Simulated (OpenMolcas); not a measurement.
**Cu4+ in a point-charge field**

Cu4+ among 6 point charges of -2.2 e arranged as an octahedron (Oh), 1.9 Å from the ion.
```
   1.9000    0.0000    0.0000  -2.20
   0.0000    1.9000    0.0000  -2.20
  -1.9000    0.0000    0.0000  -2.20
   0.0000   -1.9000    0.0000  -2.20
   0.0000    0.0000    1.9000  -2.20
   0.0000    0.0000   -1.9000  -2.20
```

* Program: OpenMolcas
* Method: CASSCF
* Basis: ANO-RCC-VDZP [5s4p2d1f]
* Scalar Hamiltonian: DKH2, point nucleus
* Active space: 7 electrons in 5 orbitals (3d)
* State averaging: 2S+1 = 4 even, 10 roots; 2S+1 = 2 even, 40 roots
* Spin-orbit coupling: state interaction with AMFI integrals over the reference wave functions

The lowest spin-free states (labels of O, the rotations of Oh), above the lowest:

```json
{"State": "4T1", "Degeneracy": "3", "E (cm-1)": "0.0", "Free-ion L (%)": "F (100)"}
{"State": "4T2", "Degeneracy": "3", "E (cm-1)": "2282", "Free-ion L (%)": "F (100)"}
{"State": "4A2", "Degeneracy": "1", "E (cm-1)": "5090", "Free-ion L (%)": "F (100)"}
{"State": "2E", "Degeneracy": "2", "E (cm-1)": "24534", "Free-ion L (%)": "G (87)"}
{"State": "2T2", "Degeneracy": "3", "E (cm-1)": "25258", "Free-ion L (%)": "G (98)"}
{"State": "2T1", "Degeneracy": "3", "E (cm-1)": "25458", "Free-ion L (%)": "G (94)"}
{"State": "4T1", "Degeneracy": "3", "E (cm-1)": "25545", "Free-ion L (%)": "P (100)"}
{"State": "2A1", "Degeneracy": "1", "E (cm-1)": "26188", "Free-ion L (%)": "G (100)"}
{"State": "2T1", "Degeneracy": "3", "E (cm-1)": "32724", "Free-ion L (%)": "P (67)"}
{"State": "2T1", "Degeneracy": "3", "E (cm-1)": "33211", "Free-ion L (%)": "H (97)"}
{"State": "2T2", "Degeneracy": "3", "E (cm-1)": "33718", "Free-ion L (%)": "H (89)"}
{"State": "2E", "Degeneracy": "2", "E (cm-1)": "33868", "Free-ion L (%)": "H (91)"}
{"State": "2T1", "Degeneracy": "3", "E (cm-1)": "35544", "Free-ion L (%)": "H (65)"}
{"State": "2E", "Degeneracy": "2", "E (cm-1)": "36659", "Free-ion L (%)": "D (95)"}
{"State": "2T2", "Degeneracy": "3", "E (cm-1)": "37197", "Free-ion L (%)": "D (89)"}
{"State": "2T1", "Degeneracy": "3", "E (cm-1)": "57228", "Free-ion L (%)": "F (100)"}
{"State": "2T2", "Degeneracy": "3", "E (cm-1)": "57372", "Free-ion L (%)": "F (100)"}
{"State": "2A2", "Degeneracy": "1", "E (cm-1)": "57790", "Free-ion L (%)": "F (100)"}
{"State": "2E", "Degeneracy": "2", "E (cm-1)": "89159", "Free-ion L (%)": "D (100)"}
{"State": "2T2", "Degeneracy": "3", "E (cm-1)": "89222", "Free-ion L (%)": "D (100)"}
```

The lowest levels with spin-orbit coupling:

```json
{"E (cm-1)": "0.0", "Degeneracy": "2", "Label": "Γ6", "2S+1": "4", "g": "4.89 4.89 4.89"}
{"E (cm-1)": "479.1", "Degeneracy": "4", "Label": "Γ8", "2S+1": "4", "g": ""}
{"E (cm-1)": "1337", "Degeneracy": "4", "Label": "Γ8", "2S+1": "4", "g": ""}
{"E (cm-1)": "2083", "Degeneracy": "2", "Label": "Γ7", "2S+1": "4", "g": "0.41 0.41 0.41"}
{"E (cm-1)": "3589", "Degeneracy": "2", "Label": "Γ6", "2S+1": "4", "g": "2.90 2.90 2.90"}
{"E (cm-1)": "3625", "Degeneracy": "4", "Label": "Γ8", "2S+1": "4", "g": ""}
{"E (cm-1)": "4329", "Degeneracy": "2", "Label": "Γ7", "2S+1": "4", "g": "1.58 1.58 1.58"}
{"E (cm-1)": "4329", "Degeneracy": "4", "Label": "Γ8", "2S+1": "4", "g": ""}
{"E (cm-1)": "7108", "Degeneracy": "4", "Label": "Γ8", "2S+1": "4", "g": ""}
{"E (cm-1)": "25364", "Degeneracy": "4", "Label": "Γ8", "2S+1": "2", "g": ""}
{"E (cm-1)": "26061", "Degeneracy": "4", "Label": "Γ8", "2S+1": "2", "g": ""}
{"E (cm-1)": "26429", "Degeneracy": "2", "Label": "Γ7", "2S+1": "4", "g": "2.64 2.64 2.64"}
{"E (cm-1)": "26459", "Degeneracy": "4", "Label": "Γ8", "2S+1": "4", "g": ""}
{"E (cm-1)": "26815", "Degeneracy": "2", "Label": "Γ6", "2S+1": "2", "g": "3.52 3.52 3.52"}
{"E (cm-1)": "26820", "Degeneracy": "4", "Label": "Γ8", "2S+1": "4 (89 %)", "g": ""}
{"E (cm-1)": "27421", "Degeneracy": "4", "Label": "Γ8", "2S+1": "2", "g": ""}
{"E (cm-1)": "27553", "Degeneracy": "2", "Label": "Γ7", "2S+1": "2", "g": "2.54 2.54 2.54"}
{"E (cm-1)": "27701", "Degeneracy": "2", "Label": "Γ6", "2S+1": "4", "g": "2.53 2.53 2.53"}
{"E (cm-1)": "28054", "Degeneracy": "2", "Label": "Γ6", "2S+1": "2", "g": "1.54 1.54 1.54"}
{"E (cm-1)": "33680", "Degeneracy": "4", "Label": "Γ8", "2S+1": "2", "g": ""}
```

Powder χT (cm3 K/mol): 2.26 at 2 K, 2.34 at 10 K, 2.69 at 50 K, 3.13 at 100 K, 3.85 at 200 K, 4.26 at 300 K. The effective moment at 300 K is 2.828 √(χT) = 5.84 μB.

The lowest level has 2S+1 = 4, for which the spin-only value is χT = S(S+1) / 2 = 1.875 cm3 K/mol (g = 2). The computed 4.258 at 300 K differs by +2.383, through orbital momentum, spin-orbit coupling and any other state in reach. With a threefold ground state the orbital momentum is unquenched, so the spin-only value is not expected to hold.

A least-squares ligand-field fit to the states below 45000 cm-1, each weighted by its degeneracy and with a free common offset, gives 10Dq = 2586 cm-1, B = 1584 cm-1 and C = 5901 cm-1 (C/B = 3.72), with an rms deviation of 94 cm-1.

An orbital triplet at a regular site is open to Jahn-Teller coupling, which can distort the site and quench the lowest spin-orbit gaps and is left out. Without dynamic correlation the repulsion within the d shell is too large (B by tens of per cent), so at a given field states of lower spin stand too high. Point charges give a weaker field than real ligands, and real ions of this kind are often low spin; the high spin found here belongs to the model. This field is weak: 10Dq is about 2586 cm-1, while octahedral complexes of 3d ions of charge 3 and more, computed by the same method with explicit ligands, had a median near 15000 cm-1. Ground spin and moment need not be those of a real site. This is an electrostatic model: the charges have no orbitals. No measured value stands beside these numbers.
